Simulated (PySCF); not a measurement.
Computed shifts of a molecule C4H10Si, B3LYP/pcSseg-1 (PySCF), GIAO, gas phase, atoms alike by connectivity averaged where their shifts nearly agree, in ppm (number of nuclei): ¹³C: 34.7 (2), 12.3 (2). ²⁹Si: -27.3 (1). ¹H: 4.31 (2), 2.34 (2), 1.40 (2), 1.26 (2), 0.91 (2). References: ¹³C against TMS (σ = 181.3 ppm); ²⁹Si against TMS (σ = 338.7 ppm); ¹H against TMS (σ = 31.68 ppm), references at their B3LYP-D3(BJ)/def2-TZVP geometries, non-relativistic. The structure is a stationary point at B3LYP-D3(BJ)/def2-SVP. The values are those of a single conformer.

Q: Which structure fits?
(A) C/C=C/C[SiH3]
(B) C1CC[SiH2]C1
(C) C=C(C)[SiH2]C
(D) CC(C)=C[SiH3]

A: B, C1CC[SiH2]C1
